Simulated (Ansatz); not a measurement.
`C[SiH](S)CS` + `O=CS[SiH3]` → `C[SiH](S)C=O` + `[SiH3]SCS`  (redistribution)

Calculated with Ansatz (gas phase, PBE0-D4/def2-TZVP geometries, no zero-point term in ΔE). CCSD(T)/CBS adds triple-zeta CCSD(T) − MP2 to the extrapolated MP2 energy (def2 sets, frozen cores). DFT in def2-TZVPP. Each species was taken in one conformer, which may not be the lowest.

Is it downhill or uphill in electronic energy at CCSD(T)/CBS, and by how much? (Estimate.)

Computed: Uphill: ΔE = +0.77 eV.

What do these levels give: PBE0-D4, PBE0, HF/def2-TZVPP, CCSD/def2-TZVPP, SCS-MP2/def2-QZVPP, HF/CBS(def2)? (Best estimate.)

The calculation gave: PBE0-D4 0.82, PBE0 0.82, HF/def2-TZVPP 0.70, CCSD/def2-TZVPP 0.76, SCS-MP2/def2-QZVPP 0.77, HF/CBS(def2) 0.70 eV.

Largest T1 diagnostic among the species: 0.017.

In def2-TZVPP, CCSD(T) changes the Hartree–Fock value by +0.10 eV (the triples alone add +0.03 eV) and MP2 by +0.15 eV.
